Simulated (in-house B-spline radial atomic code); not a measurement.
Configurations of Si5+, with energies counted from [He] 2s2 2p5. Level of theory: Dirac-Hartree-Fock, average of configuration, Fermi nucleus of rms radius 3.1224 fm; calculated with a B-spline radial code for spherical atoms. Energies include first-order Breit, QED and recoil terms.

Occupations are held fixed; configurations that lie above the ionisation limit could autoionise.

| configuration | E - E(ref) (eV) | highest orbital | its <r> (bohr) |
| --- | --- | --- | --- |
| [He] 2s2 2p4 3s1 | 125.31 | 3s1/2 | 1.533 |
| [He] 2s2 2p4 4f1 | 175.94 | 4f7/2 | 2.991 |
| [He] 2s2 2p4 5f1 | 186.97 | 5f7/2 | 5.236 |
| [He] 2s2 2p4 5g1 | 187 | 5g9/2 | 4.583 |
| [He] 2s2 2p4 6s1 | 190.26 | 6s1/2 | 7.506 |
| [He] 2s2 2p4 6d1 | 192.6 | 6d5/2 | 8.237 |
| [He] 2s2 2p4 6f1 | 192.97 | 6f7/2 | 7.982 |
| [He] 2s1 2p5 4d1 | 222.7 | 4d5/2 | 3.324 |
| [He] 2s1 2p5 4f1 | 223.92 | 4f7/2 | 2.991 |
| [He] 2s1 2p5 5d1 | 234.31 | 5d5/2 | 5.531 |
| [He] 2s1 2p5 6d1 | 240.58 | 6d5/2 | 8.237 |

**Question.** Order these further configurations by energy, lowest first.
A. [He] 2s1 2p5 3d1
B. [He] 2s2 2p4 5d1
C. [He] 2s1 2p6
D. [He] 2s1 2p5 6f1
E. [He] 2s2 2p4 6g1

**Answer.** C (52.583 eV), B (186.33 eV), E (192.99 eV), A (197.52 eV), D (240.95 eV).

**Question.** How far above the reference does [He] 2s1 2p5 5f1 lie?

**Answer.** 234.95 eV; its least bound orbital is 5f7/2 with <r> = 5.236 bohr.

**Question.** How far above the reference does [He] 2s2 2p4 4s1 lie?

**Answer.** 165.88 eV; its least bound orbital is 4s1/2 with <r> = 3.026 bohr.

**Question.** How far above the reference does [He] 2s1 2p5 5g1 lie?

**Answer.** 234.98 eV; its least bound orbital is 5g9/2 with <r> = 4.583 bohr.

**Question.** One of these lies 149.6 eV from the reference. Which?
A. [He] 2s2 2p4 4d1
B. [He] 2s2 2p4 3d1
C. [He] 2s2 2p4 5s1

**Answer.** B.
